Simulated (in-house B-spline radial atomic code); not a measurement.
Checks on a self-consistent run for neutral samarium, [Kr] 4d9 4f6 5s2 5p6 6s2 6g1. Level of theory: Dirac-Hartree-Fock, average of configuration, Fermi nucleus of rms radius 5.0819 fm; calculated with a B-spline radial code for spherical atoms.

| orbital | q | ε (Eh) | <1/r> | <r²> | small-component weight |
| --- | --- | --- | --- | --- | --- |
| 1s1/2 | 2 | -1732.01219 | 68.8099 | 0.000704669 | 0.053121 |
| 2s1/2 | 2 | -287.91690 | 16.3741 | 0.0110296 | 0.0117 |
| 2p1/2 | 2 | -272.25167 | 16.3116 | 0.00806605 | 0.011699 |
| 2p3/2 | 4 | -250.03093 | 14.5516 | 0.00930166 | 0.010905 |
| 3s1/2 | 2 | -65.44853 | 5.9717 | 0.0735671 | 0.0036921 |
| 3p1/2 | 2 | -58.69589 | 5.87415 | 0.0689717 | 0.0036198 |
| 3p3/2 | 4 | -54.09736 | 5.43437 | 0.0760128 | 0.0034045 |
| 3d3/2 | 4 | -42.54348 | 5.28845 | 0.0614388 | 0.0032588 |
| 3d5/2 | 6 | -41.55746 | 5.17787 | 0.0634307 | 0.0031953 |
| 4s1/2 | 2 | -14.31195 | 2.46872 | 0.376056 | 0.0011385 |
| 4p1/2 | 2 | -11.62660 | 2.36067 | 0.398702 | 0.0010647 |
| 4p3/2 | 4 | -10.60354 | 2.22121 | 0.435466 | 0.0009971 |
| 4d3/2 | 3.6 | -6.20195 | 2.00337 | 0.506837 | 0.00084064 |
| 4d5/2 | 5.4 | -6.01610 | 1.96704 | 0.521939 | 0.00082049 |
| 4f5/2 | 2.5714 | -1.01180 | 1.47729 | 0.950473 | 0.00049277 |
| 4f7/2 | 3.4286 | -0.99007 | 1.46375 | 0.970068 | 0.00048559 |
| 5s1/2 | 2 | -2.43297 | 0.945926 | 2.17835 | 0.00023721 |
| 5p1/2 | 2 | -1.58890 | 0.843095 | 2.71891 | 0.00019338 |
| 5p3/2 | 4 | -1.43634 | 0.793438 | 3.01607 | 0.00017509 |
| 6s1/2 | 2 | -0.39479 | 0.327282 | 16.1712 | 3.168e-05 |
| 6g7/2 | 0.44444 | -0.01389 | 0.0277904 | 2177.14 | 3.7014e-07 |
| 6g9/2 | 0.55556 | -0.01389 | 0.0277903 | 2177.15 | 3.7014e-07 |

Electron-electron repulsion V_ee = 3785.6663 hartree.

Problem. What total energy follows from the eigenvalues?

Solution. The eigenvalues count the repulsion twice, so E = Σqε - V_ee = -6638.376 - 3785.666 = -10424.043 hartree; the run printed -10424.043.

Problem. Does the Dirac virial theorem hold?

Solution. For a point nucleus E = -2c²Σq·w, with w the small-component weight. Here Σq·w = 0.27751 and c = 137.0360, so the ratio E/(-2c²Σq·w) is 1.000117; the finite nucleus accounts for the departure from 1.

Problem. What diamagnetic shielding (Lamb formula) and susceptibility (Langevin formula) do the radii give?

Solution. σ = (α²/3)Σq<1/r> = 411.477/(3·137.036²) = 7303.9 ppm, and χ = -0.79199×10⁻⁶·Σq<r²> = -1779×10⁻⁶ cm³/mol with Σq<r²> = 2246.3 bohr². Both are non-relativistic formulas without the paramagnetism of open shells; for so heavy an element the full relativistic shielding is larger by tens of per cent.
